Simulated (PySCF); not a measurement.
All values below come from B3LYP-D3(BJ)/def2-TZVP (PySCF). Isolated molecules, 0 K electronic values unless said otherwise. B3LYP has the VWN-RPA correlation part, as in Gaussian. Excitations are Tamm–Dancoff values on a coarser integration grid. The basis has no diffuse functions, so Rydberg states are missing or too high.

Reference species (SMILES): `[SiH3]C1=C[SiH2]C=C1` (neutral, multiplicity 1).

```json
{
 "T1 excitation (TDA)": "2.71 eV",
 "S1 oscillator strength": "0.061",
 "HOMO–LUMO gap": "4.81 eV",
 "dipole_moment": "0.29 D"
}
```

Changed species: `[SiH3]C1=CC=C[SiH2]1`.

**Question.** Predict the effect on the T1 excitation (TDA), S1 oscillator strength, HOMO–LUMO gap and dipole moment.

**Answer.** the T1 excitation (TDA) decreases by 0.03 eV, to 2.68 eV; the S1 oscillator strength rises by 0.107, to 0.168; the HOMO–LUMO gap falls by 0.06 eV, to 4.75 eV; the dipole moment increases by 1.00 D, to 1.29 D.
